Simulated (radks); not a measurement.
Fractional charge and spin in the 4s shell of rubidium: the spin-up occupation runs from 0 to 1 and the spin-down occupation from 0 to 1; the fullest corner is Rb2+, [Ar] 3d10 4p(up 2.5, down 2.5) 4s(up 1, down 1). All-electron calculation, scalar-relativistic Kohn-Sham, PBE, spin-polarised, spherical densities, finite nucleus; Fermi nuclear charge, rms radius of each element as measured or else 0.836 A^(1/3) + 0.57 fm. Program: a radial shooting solver on a logarithmic mesh with Libxc functionals. Energy (eV) above the fullest corner. The planes named below are the two flat planes that join the four corners, with an edge along up + down = one added electron.

| down \ up | 0 | 0.25 | 0.5 | 0.75 | 1 |
|---|---|---|---|---|---|
| 0 | 129.828 | 110.299 | 91.689 | 73.990 | 57.194 |
| 0.25 | 110.299 | 91.772 | 74.151 | 57.430 | 41.600 |
| 0.5 | 91.689 | 74.151 | 57.509 | 41.753 | 26.876 |
| 0.75 | 73.990 | 57.430 | 41.753 | 26.951 | 13.012 |
| 1 | 57.194 | 41.600 | 26.876 | 13.012 | 0.000 |

Corners above the fullest one (they belong to Rb3+ and the next ion): (up 1, down 0) 57.194 eV, (up 0, down 1) 57.194 eV, (up 0, down 0) 129.83 eV. With half an added electron in each spin the energy lies 0.315 eV from the planes, and with half an added electron in spin up alone -1.822 eV. The planes are only a guide here: the flat-plane condition holds for ground states with one frontier orbital, while this shell lies below other occupied shells, so the corners above the fullest one are inner-hole states and not the ground states of those ions.
